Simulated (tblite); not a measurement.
C5H7BO2.
Geometry (GFN2-xTB, Å), atoms numbered from 1 in this order:
```
atom  x, y, z in Å
C1     2.3428   -2.2535   -0.3851
C2     2.0581   -1.0887   -0.3038
B3     1.6604    0.3922   -0.2131
O4     2.6365    1.3272   -0.2048
O5     0.3704    0.8166   -0.1401
C6    -0.7369   -0.0224   -0.1363
C7    -1.9891    0.4815    0.5134
C8    -1.9133    0.3633   -0.9826
H9     2.6095   -3.2687   -0.4543
H10    2.3099    2.2253   -0.1481
H11   -0.4882   -1.0758   -0.0462
H12   -1.9618    1.4735    0.9355
H13   -2.5978   -0.2191    1.0630
H14   -2.4682   -0.4202   -1.4742
H15   -1.8366    1.2770   -1.5507
```

Level: GFN2-xTB in tblite, geometry and Hessian alike; calculated harmonic values, unscaled, isolated species. Against measured fundamentals such values can be off by several per cent, at times by over 20. One conformer, not necessarily the lowest.

Harmonic wavenumbers (cm⁻¹): 25.6, 91.7, 115.3, 181.3, 196.6, 338.1, 380.6, 413.4, 502.3, 538.1, 607.9, 682.7, 684.3, 700.0, 792.8, 852.4, 856.0, 960.2, 971.6, 1027.5, 1061.8, 1077.9, 1089.2, 1150.1, 1163.9, 1243.7, 1263.8, 1269.5, 1359.4, 1418.6, 1472.1, 2225.5, 2997.6, 3094.6, 3095.1, 3105.9, 3122.7, 3361.4, 3624.8.

A = 3401, B = 1291, C = 1010 MHz; mass 110.054 u (most abundant isotopes); point group C1, symmetry number 1.

**Question.** Zero-point energy?

**Answer.** Half the sum of the wavenumbers: 24558 cm⁻¹ = 293.78 kJ/mol.

**Question.** Give the ideal-gas entropy at 500 K and 1 bar in the rigid-rotor, harmonic-oscillator model (classical rotation).

**Answer.** Translation 178.23, rotation 126.42, vibration 173.02: S = 477.7 J/(mol K).

**Question.** And Cp and H(500 K) − H(0)?

**Answer.** Cp = 201.02 J/(mol K), of which vibrations give 167.76 (their classical limit is 39 R = 324.3); H(500 K) − H(0) = 60.26 kJ/mol without the zero-point energy, 43.63 from vibrations.

**Question.** How do the functions run with temperature in this model?

**Answer.** 
```tsv
T (K)	S (J/(mol K))	Cp (J/(mol K))	H − H(0) (kJ/mol)	G − H(0) (kJ/mol)	ln q(vib)
150	315.5	84.9	8.97	-38.35	2.93
250	367.2	121.1	19.24	-72.55	5.04
298.15	390.0	139.0	25.50	-90.78	6.05
400	435.9	173.6	41.47	-132.87	8.20
600	516.3	222.6	81.48	-228.30	12.39
900	615.6	266.0	155.38	-398.65	18.28
```

q(vib) and H(0) count from the zero-point level.

**Question.** What must be added to the electronic energy to get the Gibbs energy at 500 K and 1 bar?

**Answer.** ZPE + [H(500 K) − H(0)] − T·S = 293.78 + 60.26 − 238.83 = 115.21 kJ/mol.

**Question.** Blend soft modes into free rotors: weight 1/[1 + (100 cm⁻¹/ν̃)⁴] for the oscillator and the rest for a rotor with moment μB/(μ + B), μ = h/(8π²ν), B = 10⁻⁴⁴ kg m². What vibrational entropy results?

**Answer.** 158.17 J/(mol K) in place of 173.02, which changes −T·S at 500 K by +7.42 kJ/mol.

**Question.** Which modes carry the vibrational entropy at 500 K?

**Answer.** 25.6 cm⁻¹: 30.00; 91.7 cm⁻¹: 19.42; 115.3 cm⁻¹: 17.53; 181.3 cm⁻¹: 13.82; 196.6 cm⁻¹: 13.16; 338.1 cm⁻¹: 8.86 J/(mol K); the other 33 give 70.23 together.

Hindered rotation and anharmonicity are outside this model. Other conformers, if any are populated, would add a mixing term that is left out.

Time: 0.41 s. Hardware: Arm Neoverse V1, one thread, shared host. This covers the Hessian and the dipole derivatives.
